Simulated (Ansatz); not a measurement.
Reaction (atomization): `[F][Sn]([F])([SH])[SH]` → 2 F• + 2 H• + 2 S• + Sn•

Computed with Ansatz on PBE0-D4/def2-TZVP structures; ΔE is electronic, products minus reactants. CCSD(T)/CBS is the MP2 limit (def2-TZVPP, def2-QZVPP) plus CCSD(T) − MP2 in def2-TZVPP, frozen cores. This one scheme is used for every species, atoms too. DFT in def2-TZVPP. No spin–orbit coupling; open shells (•) take unrestricted orbitals. Spin–orbit coupling would lower the free atoms: a little for F, S; strongly for Sn. def2 core potentials past Kr. Bonds to Sn are less sure, by a few kJ/mol each and by 10 to 20 or more in all where they break to atoms, as the def2 sets lack core-valence functions. One conformer a species, not always the lowest.

```tsv
level	ΔE (kJ/mol)	difference from CCSD(T)/CBS
LDA (SPW92)	2520.3	358.3
PBE-D4	2184.5	22.5
revPBE-D4	2108.1	-53.9
r2SCANh-D4	2112.8	-49.2
r2SCAN0-D4	2067.4	-94.6
ωB97X-V	2156.6	-5.4
PBE-QIDH	2087.6	-74.4
r2SCAN	2140.3	-21.7
r2SCANh	2107.7	-54.3
CAM-B3LYP	2095.8	-66.2
HF/def2-TZVPP	1395.1	-766.9
CCSD(T)/def2-TZVPP	2057.9	-104.1
HF/def2-QZVPP	1407.7	-754.3
MP2/def2-QZVPP	2184.9	22.9
MP2/CBS(def2)	2224.8	62.8
CCSD/CBS(def2)	2106.4	-55.6
CCSD(T)/CBS	2162.0	0
```

Largest T1 diagnostic among the species: 0.014.

From r2SCAN to r2SCAN0 (25 % exact exchange), in def2-TZVPP and without D4, ΔE moves by −78.8 kJ/mol: exact exchange takes away binding that semilocal exchange gives to molecules. Leaving LDA and LC-ωPBE aside and taking each functional with its dispersion term where it has one, the values, not all of them listed here, spread over 182.0 kJ/mol, from BHLYP-D4 to PBE-D4. LDA lies +356.0 kJ/mol from PBE without D4, its usual overbinding.

For atomizations the MP2-based limit and the directly extrapolated one differ by several kJ/mol either way, and by 10 to 25 for some Ge, Se and Sn compounds, so smaller differences from it don't rank the levels.
